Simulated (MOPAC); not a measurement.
MOPAC input (AM1):

```
AM1 FORCE THERMO(298,298) PRECISE LET CHARGE=1 GEO-OK AUX(PRECISION=9) THREADS=1
C4H11O

C    -0.14468295 1    1.58553681 1    0.15452407 1
C    -0.54545876 1    0.14998364 1    0.30708629 1
C    -1.80285432 1   -0.23431270 1   -0.41950983 1
O     0.52982507 1   -0.74029071 1   -0.35827739 1
C     1.80838946 1   -0.81023119 1    0.36732965 1
H     0.80008321 1    1.81678071 1    0.70513284 1
H    -0.95808029 1    2.22810639 1    0.58704104 1
H    -0.02386118 1    1.86932623 1   -0.92102156 1
H    -0.51533037 1   -0.22202052 1    1.36730950 1
H    -1.82582661 1    0.18583120 1   -1.45480629 1
H    -1.91204540 1   -1.34689806 1   -0.47466146 1
H    -2.67774312 1    0.17560561 1    0.15067779 1
H     2.24018508 1    0.21294706 1    0.47035668 1
H     2.45159126 1   -1.48838160 1   -0.24996517 1
H     1.55207697 1   -1.26958766 1    1.35454430 1
H     0.70078771 1   -0.38853911 1   -1.26979618 1
```

Output:

```
 *******************************************************************************
 **                                                                           **
 **                              MOPAC v23.2.5                                **
 **                                                                           **
 *******************************************************************************
 ** MOPAC's Digital Object Identifier: https://doi.org/10.5281/zenodo.6511958 **
 **                                                                           **
 ** Please cite the open-source release paper for use of this MOPAC version:  **
 ** J. E. Moussa and J. J. P. Stewart (2026)                                  **
 ** MOPAC: An open-source semiempirical molecular orbital program             **
 ** J. Open Source Softw., 11(119), 8025, https://doi.org/10.21105/joss.08025 **
 *******************************************************************************

                              AM1 CALCULATION RESULTS

 *******************************************************************************
 *  AM1        - The AM1 Hamiltonian to be used
 *  GEO-OK     - OVERRIDE INTERATOMIC DISTANCE AND OTHER SAFETY CHECKS
 *
 *
 *
 *                 CHARGE ON SYSTEM = +1
 *
 *
 *
 *  LET        - OVERRIDE SOME SAFETY CHECKS
 *  PRECISE    - TIGHTER CRITERIA TO BE USED
 *  FORCE      - FORCE CALCULATION SPECIFIED
 *  AUX        - OUTPUT AUXILIARY INFORMATION
 *  THERMO     - THERMODYNAMIC QUANTITIES TO BE CALCULATED
 *******************************************************************************
AM1 FORCE THERMO(298,298) PRECISE LET CHARGE=1 GEO-OK AUX(PRECISION=9) THREADS=1
 C4H11O

   ATOM   CHEMICAL          X               Y               Z
  NUMBER   SYMBOL      (ANGSTROMS)     (ANGSTROMS)     (ANGSTROMS)

     1       C         -0.14468295  *   1.58553681  *   0.15452407  *
     2       C         -0.54545876  *   0.14998364  *   0.30708629  *
     3       C         -1.80285432  *  -0.23431270  *  -0.41950983  *
     4       O          0.52982507  *  -0.74029071  *  -0.35827739  *
     5       C          1.80838946  *  -0.81023119  *   0.36732965  *
     6       H          0.80008321  *   1.81678071  *   0.70513284  *
     7       H         -0.95808029  *   2.22810639  *   0.58704104  *
     8       H         -0.02386118  *   1.86932623  *  -0.92102156  *
     9       H         -0.51533037  *  -0.22202052  *   1.36730950  *
    10       H         -1.82582661  *   0.18583120  *  -1.45480629  *
    11       H         -1.91204540  *  -1.34689806  *  -0.47466146  *
    12       H         -2.67774312  *   0.17560561  *   0.15067779  *
    13       H          2.24018508  *   0.21294706  *   0.47035668  *
    14       H          2.45159126  *  -1.48838160  *  -0.24996517  *
    15       H          1.55207697  *  -1.26958766  *   1.35454430  *
    16       H          0.70078771  *  -0.38853911  *  -1.26979618  *

          CARTESIAN COORDINATES

    NO.       ATOM           X           Y           Z

     1         C         -0.1447      1.5855      0.1545
     2         C         -0.5455      0.1500      0.3071
[...]
 EFFECTIVE MASS      1.5083
 FORCE CONSTANT      2.6594

 VIBRATION         39   39A           ATOM PAIR      ENERGY CONTRIBUTION    RADIAL
 FREQUENCY          3125.95         C  5 -- H 13         +40.2% ( 61.2%)     97.8%
 TRANSITION DIPOLE   0.4348         C  5 -- H 15         +34.6% ( 56.8%)     96.7%
 TRAVEL (Ang.)       0.2536         C  5 -- H 14         +24.5% ( 47.7%)     94.7%
 REDUCED MASS        0.3354         C  3 -- H 10          +0.1% (  3.7%)     98.3%
 EFFECTIVE MASS      1.0851
 FORCE CONSTANT      1.9312

 VIBRATION         40   40A           ATOM PAIR      ENERGY CONTRIBUTION    RADIAL
 FREQUENCY          3138.54         C  1 -- H  6         +22.3% ( 45.5%)     97.6%
 TRANSITION DIPOLE   0.4230         C  3 -- H 10         +20.3% ( 43.4%)     97.7%
 TRAVEL (Ang.)       0.3536         C  1 -- H  8         +17.8% ( 40.7%)     96.4%
 REDUCED MASS        0.1719         C  3 -- H 11         +16.4% ( 39.0%)     96.4%
 EFFECTIVE MASS      1.1274         C  1 -- H  7         +12.1% ( 33.5%)     94.1%
 FORCE CONSTANT      0.9974         C  3 -- H 12         +10.8% ( 31.7%)     93.9%

 VIBRATION         41   41A           ATOM PAIR      ENERGY CONTRIBUTION    RADIAL
 FREQUENCY          3140.62         C  3 -- H 10         +21.9% ( 45.1%)     97.4%
 TRANSITION DIPOLE   0.3261         C  1 -- H  6         +19.3% ( 42.3%)     97.4%
 TRAVEL (Ang.)       0.3582         C  3 -- H 11         +17.5% ( 40.3%)     96.3%
 REDUCED MASS        0.1673         C  1 -- H  8         +16.4% ( 38.9%)     96.3%
 EFFECTIVE MASS      1.1362         C  3 -- H 12         +12.3% ( 33.7%)     93.9%
 FORCE CONSTANT      0.9723         C  1 -- H  7         +11.4% ( 32.6%)     94.1%

 VIBRATION         42   42A           ATOM PAIR      ENERGY CONTRIBUTION    RADIAL
 FREQUENCY          3223.73         O  4 -- H 16         +98.6% ( 99.6%)    100.0%
 TRANSITION DIPOLE   1.2880         C  2 -- O  4          +0.4% (  6.7%)      5.1%
 TRAVEL (Ang.)       0.1495         O  4 -- C  5          +0.4% (  6.6%)      7.4%
 REDUCED MASS        0.9362         C  5 -- H 15          +0.2% (  4.8%)     88.8%
 EFFECTIVE MASS      1.3789
 FORCE CONSTANT      5.7326

      SYMMETRY NUMBER FOR POINT-GROUP C1  =  1

          SYSTEM IS A GROUND STATE

 C4H11O

          MOLECULE IS NOT LINEAR

          THERE ARE 42 GENUINE VIBRATIONS IN THIS SYSTEM
          THIS THERMODYNAMICS CALCULATION IS LIMITED TO
          MOLECULES WHICH HAVE NO INTERNAL ROTATIONS

                    CALCULATED THERMODYNAMIC PROPERTIES
                                          *
   TEMP. (K)   PARTITION FUNCTION   H.O.F.    ENTHALPY  HEAT CAPACITY ENTROPY
                                   KCAL/MOL   CAL/MOLE    CAL/K/MOL  CAL/K/MOL

 298.00  VIB.     0.6164D+02                  2798.5236    18.8295    17.5809
         ROT.     0.1038D+06                   888.2803     2.9808    25.9337
         INT.     0.6399D+07                  3686.8039    21.8103    43.5145
         TRA.     0.6296D+27                  1480.4672     4.9680    38.8634
         TOT.                      116.616    5167.2711    26.7783    82.3779

   *: NOTE: HEATS OF FORMATION ARE RELATIVE TO THE
            ELEMENTS IN THEIR STANDARD STATE AT 298K
              (=  Standard Enthalpy of Formation).

            Hvib:  Zero-point energy is not included.
                   frequencies of less than zero cm-1 are not included.
            Hrot = (3/2)RT
            Htra = (3/2)RT + pV = (5/2)RT

            Heat capacity is Cp, not Cv

          For more information, see: HTTP://OpenMOPAC.net/Manual/thermochemistry.html

           FORCE CONSTANT IN CARTESIAN COORDINATES (Millidynes/A)

    ATOM   CHEMICAL       X               Y               Z
   NUMBER   SYMBOL  FORCE CONSTANT  FORCE CONSTANT  FORCE CONSTANT

      1       C        8.686949        8.166887        7.954258
      2       C        9.253636        8.579994        5.452689
      3       C        8.223568        8.467536        8.034285
      4       O        4.222116        8.117047        6.910729
      5       C        8.298252        6.446255        8.529027
      6       H        1.411269        4.653677        0.639924
      7       H        1.190804        1.530283        3.806591
      8       H        1.401730        1.838555        3.425600
      9       H        1.467329        2.463916        2.904034
     10       H        1.612276        2.492741        2.600770
     11       H        5.040301        0.765670        0.867351
     12       H        0.663661        1.402307        4.462353
     13       H        5.048699        1.081513        0.661560
     14       H        1.229445        1.183938        4.341037
     15       H        1.968470        1.675345        3.159975
     16       H        1.534513        2.048254        3.807591

 **********************
 *                    *
 * JOB ENDED NORMALLY *
 *                    *
 **********************

 == MOPAC DONE ==
```

The dipole moment of an ion depends on the origin.
